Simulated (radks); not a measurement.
Results of a calculation; reference values are marked as such.
Q: All-electron atom: Nd IV in [Kr] 4d10 4f(up 1.5, down 1.5) 5s2 5p(up 3, down 3) (fractional occupations, a model configuration). Code: a radial shooting solver on a logarithmic mesh with Libxc functionals. Model: scalar-relativistic Kohn-Sham, SCAN, spin-polarised, spherical densities, finite nucleus; meta-GGA in the generalised Kohn-Sham scheme; Fermi nuclear charge, rms radius 4.9123 fm. Some entries of the table are withheld. Estimate them.

| orbital | occ. | eigenvalue (eV) | r(max) (bohr) | <1/r> (bohr^-1) |
|---|---|---|---|---|
| 1s | 2 | -43496.67 | 0.01510 | 66.04 |
| 2s | 2 | -7081.866 | 0.08540 | 15.28 |
| 2p | 6 | -6329.902 | 0.06894 | 14.39 |
| 3s | 2 | (1) | 0.2433 | 5.578 |
| 3p | 6 | -1331.033 | 0.2385 | 5.263 |
| 3d | 10 | -1000.097 | 0.1964 | 4.985 |
| 4s | 2 | (2) | 0.5650 | 2.326 |
| 4p | 6 | -261.4149 | 0.5893 | 2.146 |
| 4d | 10 | -149.0724 | 0.6173 | 1.880 |
| 5s | 2 | -68.6600 | (3) | 0.9160 |
| 5p | 6 | -48.7077 | 1.463 | 0.7937 |
| 4f | 3 | -30.1447 | 0.6496 | (4) |

A: 
(1) 3s eigenvalue (eV): -1570.006
(2) 4s eigenvalue (eV): -340.2829
(3) 5s r(max) (bohr): 1.306
(4) 4f <1/r> (bohr^-1): 1.340
